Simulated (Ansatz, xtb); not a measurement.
# C4H5NO2S2: which of two isomers lies lower

Structure I is `C[S@](=O)Oc1ccsn1`, a singlet and structure II is `CS(=O)(=O)c1nccs1`, a singlet. Both are isolated molecules in the gas phase, relaxed with PBE-D3(BJ)/def2-SVP; the shapes shown needn't be the lowest conformers.

I (Å):

```xyz
14

C    -1.8079    2.0415   -0.6400
C     0.5491   -0.1040    0.2363
C     1.3574   -1.2938    0.1952
C     1.1925   -2.0051    1.3638
N    -0.1797    0.0951    1.3311
O     0.3820    3.2784   -1.5025
O     0.5136    0.7647   -0.7913
S    -0.0447    2.4361   -0.3481
S     0.0916   -1.1704    2.4043
H    -2.3666    2.9918   -0.5375
H    -1.8767    1.6529   -1.6732
H    -2.1251    1.2975    0.1142
H     2.0041   -1.5717   -0.6456
H     1.6657   -2.9522    1.6552
```

II (Å):

```xyz
14

C    -0.6578    1.0348   -0.6758
C    -0.2125   -0.5613    1.5798
C     1.2451    0.0463    3.1118
C     0.8262   -1.1381    3.6873
N     0.6484    0.3628    1.9162
O    -2.6251   -0.3783    0.4706
O    -0.7740   -1.6400   -0.7879
S    -1.2101   -0.5147    0.0655
S    -0.3704   -1.9014    2.6958
H    -1.2457    1.1040   -1.6103
H    -0.8913    1.8665    0.0111
H     0.4243    0.9699   -0.8829
H     1.9991    0.7204    3.5424
H     1.1525   -1.5969    4.6287
```

Estimate which is lower in electronic energy at CCSD(T)/def2-SVP + ΔMP2/def2-TZVPP, and by roughly how much.

Not settled: CCSD(T)/def2-SVP + ΔMP2/def2-TZVPP gives E(II) − E(I) = −20.3 kJ/mol, but this leans on the basis-set step: CCSD(T) alone gives +41.1 kJ/mol.

The same difference at several levels:

| level | geometry | E(II) − E(I) (kJ/mol) | departure from the last row (kJ/mol) | job, with rough time for the two |
| --- | --- | --- | --- | --- |
| GFN2-xTB | GFN2-xTB | +99.9 | +120.2 | optimisation, 0.27 s |
| HF/STO-3G | GFN2-xTB | +553.8 | +574.1 | single point, 0.66 s |
| r2SCAN-D4/def2-SVP | GFN2-xTB | +27.7 | +48.1 | single point, 6.2 s |
| PBE-D3(BJ)/def2-SVP | PBE-D3(BJ)/def2-SVP | +40.6 | +60.9 | optimisation, 36 s |
| HF/def2-SVP | PBE-D3(BJ)/def2-SVP | +37.5 | +57.8 | part of the CCSD(T) run |
| MP2/def2-SVP | PBE-D3(BJ)/def2-SVP | +20.5 | +40.9 | part of the CCSD(T) run |
| CCSD(T)/def2-SVP | PBE-D3(BJ)/def2-SVP | +41.1 | +61.4 | single point |
| CCSD(T)/def2-SVP + ΔMP2/def2-TZVPP | PBE-D3(BJ)/def2-SVP | −20.3 |  | single point, 3.1 min |

As drawn, II has 1 C–S, 1 O=S, 1 C∷N, 1 C∷S in place of 1 O–S, 1 C–O, 1 C∷C, 1 N∷S (∷ is an aromatic bond).

GFN2-xTB, HF/STO-3G, r2SCAN-D4/def2-SVP, PBE-D3(BJ)/def2-SVP, HF/def2-SVP, MP2/def2-SVP, CCSD(T)/def2-SVP put the two in the other order. The largest departure from CCSD(T)/def2-SVP + ΔMP2/def2-TZVPP is that of HF/STO-3G, 574.1 kJ/mol. The last row adds to CCSD(T) the change of the MP2 difference between the two basis sets, here −61.4 kJ/mol, a large step that makes the value less sure.

With thermal terms from frequencies at re-optimised GFN2-xTB minima (ideal gas, soft modes damped towards free rotors, one conformer each, 298.15 K, 1 atm): on the last row, ΔE + ΔZPE = −19.7, ΔH = −19.6, ΔG = −20.1 kJ/mol.

The correlated steps freeze 17 core orbitals. Mirror images aren't counted in ΔG. Run with Ansatz 0.2.0, xtb 6.7.1; the last row on 4 threads of Arm Neoverse V1 on a shared host.
